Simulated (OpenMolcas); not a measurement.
Multiplet structure of B⁺

| Quantity | Value |
| --- | --- |
| Program | OpenMolcas |
| Method | RASSCF |
| Basis | ANO-RCC-VQZP [5s4p3d2f1g] |
| Scalar Hamiltonian | DKH2, point nucleus |
| Active space | 2 electrons in 9 orbitals (RAS2 2s 2p; RAS3 3d, at most 2 electrons) |
| State averaging | 2S+1 = 3 even, 3 roots; 2S+1 = 1 even, 6 roots kept (CI in the orbitals of an earlier block); 2S+1 = 3 odd, 3 roots; 2S+1 = 1 odd, 3 roots kept (CI in the orbitals of an earlier block) |
| Spin-orbit coupling | RASSI with atomic mean-field integrals over the reference wave functions, term energies averaged over their components |

Spin-free terms above the lowest, with the occupations of the reference:

| Configuration | Term | E (cm⁻¹) | Occupations |
| --- | --- | --- | --- |
| 2s² | ¹S | 0.0 | 2s 1.84 2p 0.16 |
| 2s 2p | ³P° | 35059 | 2s 0.99 2p 1.00 |
| 2s 2p | ¹P° | 74827 | 2s 0.96 2p 1.00 3d 0.04 |
| 2p² | ³P | 97742 | 2p 1.99 3d 0.01 |
| 2p² | ¹D | 103284 | 2s 0.04 2p 1.92 3d 0.04 |

With spin-orbit coupling, above the lowest level:

```
Configuration  Term  J  E (cm⁻¹)  Measured (cm⁻¹)  Term weight %
          2s²    ¹S  0       0.0              0.0            100
        2s 2p   ³P°  0     35044            37336            100
        2s 2p   ³P°  1     35051            37342            100
        2s 2p   ³P°  2     35066            37358            100
        2s 2p   ¹P°  1     74827            73397            100
          2p²    ³P  0     97727            98911            100
          2p²    ³P  1     97734            98920            100
          2p²    ³P  2     97749            98933            100
          2p²    ¹D  2    103284           102363            100
```

Against the 8 measured excited levels shown (NIST Handbook of Basic Atomic Spectroscopic Data) the mean absolute deviation is 1600 cm-1; the largest miss in energy is 2s 2p ³P°₂: computed 35066, measured 37358 cm⁻¹ (-6.1 %).

Without dynamic correlation excited terms often stand tens of per cent too high (terms of higher spin than the ground term too low), and those without a measured partner can miss by more than the paired ones. Terms from blocks run as CI alone lack orbitals of their own. Active for correlation alone: 3d; no level in the range computed is led by a configuration that fills it, so any true level of that kind is missing. Measured partners are found by configuration, term and J. A level has none where our copy of the source lacks it or the pairing is in doubt (some pairs that miss far off the trend of their configuration count as doubtful), and it then counts in no deviation. Only configurations of the active space appear. The first state left out of the spin-orbit step lies near 130000 cm-1 above the lowest spin-free state of the reference (among the parities and spins computed), and the list stops at four fifths of that energy or lower.

The RASSCF and RASSI steps took 10 s on 1 thread of Intel(R) Xeon(R) 6975P-C (Granite Rapids), on a shared host; the integral step is not counted.

The term weight is that of the spin-free term in the level, not the purity of its configuration. ° marks odd parity.
